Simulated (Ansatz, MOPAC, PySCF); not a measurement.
Species: H₅SiNO₃, net charge 0, singlet state. SMILES: O[Si](O)(N)O
Geometry: optimised at B3LYP-D3(BJ)/def2-TZVP (Ansatz, an electronic-structure program).

Unscaled harmonic wavenumbers (cm⁻¹) in rising order, each level at the stationary point that it reaches from this structure (no distance between atoms moves by over 0.3 Å); the order of modes can differ between levels, and a negative number is imaginary. B3LYP-D3(BJ)/def2-TZVP (PySCF, at the structure above): 65, 131, 233, 272, 315, 353, 363, 380, 387, 493, 756, 801, 822, 829, 831, 934, 961, 993, 1592, 3565, 3648, 3868, 3875, 3878.

PM3 (MOPAC): -162, 90, 147, 191, 193, 223, 263, 264, 266, 741, 813, 885, 894, 908, 922, 989, 1000, 1028, 1676, 3409, 3545, 3930, 3940, 3941. Zero-point energy 43.3 against 43.4 kcal/mol; where all levels lie over 400 cm⁻¹, the wavenumbers are on average 1.076 times those of B3LYP-D3(BJ)/def2-TZVP. This level finds the structure a saddle point. The zero-point energy leaves imaginary modes out.

HF/6-31G* (Ansatz): -98, 106, 241, 271, 314, 370, 393, 404, 417, 580, 798, 870, 899, 905, 911, 996, 1031, 1062, 1767, 3787, 3877, 4139, 4148, 4152. Zero-point energy 46.4 against 43.4 kcal/mol; where all levels lie over 400 cm⁻¹, the wavenumbers are on average 1.084 times those of B3LYP-D3(BJ)/def2-TZVP. This level finds the structure a saddle point. The zero-point energy leaves imaginary modes out.

B3LYP/6-31G* (Ansatz): -123, 105, 221, 255, 294, 346, 360, 379, 386, 544, 744, 829, 847, 851, 861, 945, 973, 1008, 1629, 3550, 3639, 3805, 3812, 3815. Zero-point energy 43.2 against 43.4 kcal/mol; where all levels lie over 400 cm⁻¹, the wavenumbers are on average 1.015 times those of B3LYP-D3(BJ)/def2-TZVP. This level finds the structure a saddle point. The zero-point energy leaves imaginary modes out.
